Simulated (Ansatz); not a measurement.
Geometry optimisation, RHF/def2-SVP (Ansatz).

input.yaml

```yaml
crystal:
  periodic: [false, false, false]
  atoms:
    - { symbol: B, position_ang: [-0.751107, -0.419514, 0.009575] }
    - { symbol: O, position_ang: [-0.512795, 0.971356, 0.032863] }
    - { symbol: F, position_ang: [-0.980528, -1.036932, -1.117454] }
    - { symbol: F, position_ang: [-0.79326, -1.068566, 1.132682] }
    - { symbol: H, position_ang: [1.643768, 0.488303, 0.547626] }
    - { symbol: F, position_ang: [1.948349, -0.291584, 0.224453] }
    - { symbol: H, position_ang: [-0.554628, 1.356936, -0.829746] }
basis:
  gaussian: { orbitals: def2-SVP }
hamiltonian:
  xc: hf
relax:
  f_tol: 0.03
  max_steps: 50
```

Run as:

```bash
$ ansatz run input.yaml --threads 1 --pin off --max-ram 2048MiB --backend cpu --events-out ev --progress --plain --runs-dir out
```

Q: Where does it end, and by what steps?

A: The forces met the threshold. After 28 steps the energy has fallen by 0.154 eV; F3 moved furthest, 1.31 Å.

```tsv
step	energy less start (eV)	largest force component (eV/Å)	accepted
0	0.0000	2.651	yes
1	-0.0840	1.292	yes
2	-0.0973	0.621	yes
3	-0.0980	0.507	yes
4	-0.1052	0.279	yes
5	-0.1066	0.237	yes
6	-0.1106	0.146	yes
7	-0.1131	0.129	yes
8	-0.1137	0.262	yes
9	-0.0812	1.755	no
10	-0.1165	0.161	yes
11	-0.1208	0.103	yes
12	-0.1078	1.256	no
13	-0.1239	0.069	yes
14	-0.1264	0.273	yes
15	-0.1272	0.579	yes
16	-0.1387	0.072	yes
17	-0.1419	0.167	yes
18	-0.1332	1.051	no
19	-0.1442	0.248	yes
20	-0.1435	0.589	no
21	-0.1469	0.108	yes
22	-0.1489	0.053	yes
23	-0.1504	0.280	yes
24	-0.1519	0.164	yes
25	-0.1531	0.065	yes
26	-0.1536	0.084	yes
27	-0.1534	0.187	no
28	-0.1540	0.026	yes
```

```xyz
7
Properties=species:S:1:pos:R:3
B -1.017 -0.540 -0.081
O -0.032 0.350 -0.276
F -2.125 -0.488 -0.775
F -0.870 -1.471 0.815
H 1.697 0.483 0.500
F 2.547 0.663 0.758
H -0.200 1.003 -0.941
```

Whether the end is a true minimum wasn't checked by a vibrational analysis.

Run time: 36 s on 1 thread of Arm Neoverse V1, on a shared host, peak memory 0.14 GiB.
